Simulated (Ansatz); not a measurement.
**Strength of the N–Mg bond: C2H8MgN2 → C2H6N + MgNH2**

Species: C2H8MgN2 `C[N](C)[Mg][NH2]`, singlet; C2H6N `C[N]C`, doublet; MgNH2 `[NH2][Mg]`, doublet. 

Shapes, held fixed at every level: PBE0-D4/def2-TZVP. Programs: Ansatz 0.2.0. The zero-point and thermal change to 298 K, harmonic and unscaled (PBE0-D4/def2-TZVP), is -10.2 kJ/mol.

```tsv
level	kind	ΔH(298 K) (kJ/mol)	less CCSD(T)/def2-TZVPP	CPU time (sum over the molecules)
B3LYP-D4/def2-TZVPP	global hybrid	+263.0	-17.9	17 s
r2SCAN0-D4/def2-TZVPP	global hybrid	+250.5	-30.4	18 s
wB97M-V/def2-TZVPP	range-separated hybrid	+289.1	+8.2	43 s
wB97X-V/def2-TZVPP	range-separated hybrid	+279.5	-1.4	31 s
MP2/def2-TZVPP	perturbation theory	+305.0	+24.1	–
CCSD(T)/def2-SVP	coupled cluster or CI	+284.9	+4.0	20 s
CCSD(T)/def2-TZVPP	coupled cluster or CI	+280.9	0.0	5.9 min
```

The highest level, CCSD(T)/def2-TZVPP, gives ΔH(298 K) = +280.9 kJ/mol; the levels span +250.5 to +305.0. The column of differences is taken from that level and isn't an error. No measured value is set beside it here. Open shells run unrestricted unless RO is named. Correlated rows may include outer-core shells of Mg, which these sets cover unevenly. Times are processor times on shared x86 and Arm servers, and rough.
